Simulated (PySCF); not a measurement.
These are TPSSh-D3(BJ)/def2-TZVP // CAM-B3LYP-D3(BJ)/def2-TZVP (PySCF) values and carry that method's errors. All species are isolated molecules in the gas phase. One relaxed conformer stands for a flexible species; it need not be the lowest. Delta-SCF ions had no search for a lower state. Excitations are Tamm–Dancoff values on a coarser integration grid. The basis has no diffuse functions, so Rydberg states are missing or too high.

Reference species (SMILES): `C/C=C/C(=C)B` (neutral, multiplicity 1).

```
Item                                      Result
--------------------------------------  --------
vertical ionisation energy (Delta-SCF)   8.50 eV
HOMO                                    -6.15 eV
T1 excitation (TDA)                      2.67 eV
```

Changed species: `C(=C/B)/C=C\C`.

### Question
Predict the effect on the vertical ionisation energy (Delta-SCF), HOMO and T1 excitation (TDA).

### Answer
the vertical ionisation energy (Delta-SCF) rises by 0.20 eV, to 8.70 eV; the HOMO decreases by 0.25 eV, to -6.40 eV; the T1 excitation (TDA) falls by 0.09 eV, to 2.58 eV.
